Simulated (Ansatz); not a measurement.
A calculation with Ansatz (development build ahead of 0.2.0).

```yaml
crystal:
  periodic: [false, false, false]
  atoms:
    - { symbol: Cl, position_ang: [0.0, 0.0, -2.09705] }
    - { symbol: Zn, position_ang: [0.0, 0.0, 0.0] }
    - { symbol: Cl, position_ang: [0.0, 0.0, 2.09705] }
basis:
  gaussian: { orbitals: cc-pVDZ }
hamiltonian:
  xc: hf
correlation:
  method: mp2
  frozen_orbitals: { Cl: 5, Zn: 5 }
```

The input is written out in the form of the current development build from the run's settings.

Results

* Converged: yes
* Reference energy: -2696.98073 hartree
* Correlation energy: -0.89372 hartree
* Total energy: -2697.87445 hartree
* Spin squared of the determinant: 0.000
